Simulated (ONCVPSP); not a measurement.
# Configuration tests for Sn (Z = 50) (ONCV)

tin, optimised norm-conserving Vanderbilt (ONCV), made with ONCVPSP 4.0.1 (LDA (Perdew-Wang 92), scalar-relativistic). Core [Kr] 4d10, reference 5s2 5p1 (charge +1). Waves: 5s: rc 2.15 bohr, ncon 4, nbas 7, qcut 3.1 1/bohr, 2 projectors, debl 2.2 Ha; 5p: rc 2.30 bohr, ncon 3, nbas 7, qcut 3 1/bohr, 3 projectors, debl 2.7 Ha. Local part: polynomial inside 2.00 bohr (lpopt 5, dvloc0 4 Ha). Core correction: Teter function, fcfact 4.5, rcfact 1.05.

Energies are relative to the spin-unpolarised reference configuration 5s2 5p1; without spin polarisation the order of configurations can differ from experiment.

(1) Give the all-electron excitation energy and the error of the potential for: 5s2 5p2; 5s2 5p0; 5s1 5p0; 5s1 5p2.

Levels in the configuration 5s1 5p0:

```json
{"level": "5s", "all-electron (eV)": "-36.455", "pseudo (eV)": "-36.305"}
```

Note: no bound ghost flagged; GHOST(+) flagged for s at 58.2 eV.

Results:

(1)

| valence configuration | charge | ΔE all-electron (eV) | error AE − PS (meV) |
| --- | --- | --- | --- |
| 5s2 5p2 | 0 | -7.092 | +6.1 |
| 5s2 5p0 | +2 | 14.258 | +11 |
| 5s1 5p0 | +3 | 45.705 | +74 |
| 5s1 5p2 | +1 | 7.736 | +3.6 |
